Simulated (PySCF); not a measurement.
Sb: electron affinity

Sb⁻ [Kr] 4d10 5s2 5p4 (3P) → Sb [Kr] 4d10 5s2 5p3 (4S), as a difference of total energies. Computed with PySCF 2.14 in x2c-TZVPPall with one added diffuse shell each of s, p, d, f type (9s7p5d3f, 76 functions), with the spin-free X2C one-electron Hamiltonian (Gaussian nucleus). Correlated levels: valence: [Kr] 4d10 frozen; valence and next inner shell: [Ar] 3d10 frozen. The calculations carry no spin-orbit coupling.

```tsv
method	electron affinity (eV)
UHF	-0.046
LDA	1.190
PBE	0.972
PBE0	0.911
r2SCAN	0.940
wB97X-V	1.008
TPSS	0.941
CAM-B3LYP	1.040
wB97X	1.177
MP2 (valence)	0.608
SCS-MP2 (valence)	0.660
MP2 (valence and next inner shell)	0.616
SCS-MP2 (valence and next inner shell)	0.651
```

A first-order spin-orbit estimate (lowest level to lowest level, LS coupling) adds 0.144 eV.

Errors of the correlated levels include the incompleteness of this basis and the frozen core.

A negative affinity means that the anion lies above the atom at that level of theory.

In the anion the highest occupied orbital energy is positive at LDA, PBE, PBE0, r2SCAN, TPSS, a self-interaction effect; the basis confines that electron, and the energy difference can still be sensible.

For comparison: 1.047 eV (measured; photodetachment measurements, as compiled on the Wikipedia data page of electron affinities).
